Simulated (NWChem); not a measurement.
# AlH₃O₂; SMILES [OH][AlH][OH]

```xyz
6

Al    -0.4579    -0.0102     0.0000
H     -2.0315    -0.0471     0.0000
O      0.3652    -1.4932     0.0000
H      1.3178    -1.5979     0.0000
O      0.4548     1.4257     0.0000
H      0.1067     2.3180     0.0000
```
Atoms are numbered in this order, from 1.

Results from NWChem. Geometry: optimised at PBE0/def2-SVP. Vertical excitations in the gas phase; the lowest state need not have the same character in each row.

```json
[
 {"level": "PBE/def2-SVP, TDA", "lowest excitation, singlet (eV)": "6.47", "oscillator strength of that lowest state": "0.000", "lowest state with f > 0.02, singlet (eV)": "7.00", "orbital gap (eV)": "6.35"},
 {"level": "B3LYP/def2-SVP, TDA", "lowest excitation, singlet (eV)": "7.08", "oscillator strength of that lowest state": "0.000", "lowest state with f > 0.02, singlet (eV)": "7.57", "orbital gap (eV)": "8.31"},
 {"level": "Hartree-Fock/def2-SVP, CIS", "lowest excitation, singlet (eV)": "8.98", "oscillator strength of that lowest state": "0.050", "lowest state with f > 0.02, singlet (eV)": "8.98", "orbital gap (eV)": "15.35"},
 {"level": "CAM-B3LYP/def2-SVP, TDA", "lowest excitation, singlet (eV)": "?", "oscillator strength of that lowest state": "0.000", "lowest state with f > 0.02, singlet (eV)": "?", "orbital gap (eV)": "?"}
]
```

Problem. Fill in the missing entries.

Solution. 
- CAM-B3LYP/def2-SVP, TDA, lowest excitation, singlet (eV): 7.44
- CAM-B3LYP/def2-SVP, TDA, lowest state with f > 0.02, singlet (eV): 7.90
- CAM-B3LYP/def2-SVP, TDA, orbital gap (eV): 11.27
